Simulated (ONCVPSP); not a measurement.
**Tc: excitation energies, all-electron against ONCV**

```json
{"Element": "Tc", "Generator": "ONCVPSP 4.0.1", "Type": "optimised norm-conserving Vanderbilt (ONCV)", "Functional": "PBEsol", "Relativity": "fully relativistic", "Frozen core": "[Kr]", "Valence charge": "7", "Reference configuration": "4d5 5s1.5 5p0.5", "Partial waves": "5s: rc 2.40 bohr, ncon 4, nbas 8, qcut 2.3 1/bohr, 2 projectors, debl 1.4 Ha; 5p: rc 3.70 bohr, ncon 4, nbas 7, qcut 2.4 1/bohr, 2 projectors, debl 0.8 Ha; 4d: rc 2.20 bohr, ncon 5, nbas 10, qcut 6.3 1/bohr, 1 projector; f scattering state at 0.22 Ha: rc 3.45 bohr, ncon 3, nbas 6, qcut 3.4 1/bohr, 2 projectors, debl 3.7 Ha", "Local potential": "polynomial inside 2.15 bohr (lpopt 2, dvloc0 0 Ha)", "Core correction": "Teter function, fcfact 3.5, rcfact 1.75"}
```

Open shells are filled in proportion to 2j + 1.

Energies are relative to the spin-unpolarised reference configuration 4d5 5s1.5 5p0.5; without spin polarisation the order of configurations can differ from experiment.

Task: Give the all-electron excitation energy and the error of the potential for: 4d5 5s2 5p0; 4d5 5s1 5p0; 4d5 5s0 5p0; 4d5 5s1 5p1.

Result:

```tsv
valence configuration	charge	ΔE all-electron (eV)	error AE − PS (meV)
4d5 5s2 5p0	0	-1.874	-3.6
4d5 5s1 5p0	+1	6.322	-39
4d5 5s0 5p0	+2	21.164	-354
4d5 5s1 5p1	0	1.924	-3.8
```

Levels in the configuration 4d5 5s2 5p0:

```json
{"level": "4d j=5/2", "all-electron (eV)": "-6.557", "pseudo (eV)": "-6.551"}
{"level": "4d j=3/2", "all-electron (eV)": "-6.843", "pseudo (eV)": "-6.838"}
{"level": "5s j=1/2", "all-electron (eV)": "-5.081", "pseudo (eV)": "-5.066"}
```

Note: no bound ghost flagged; GHOST(+) flagged for s at 55.3 eV.
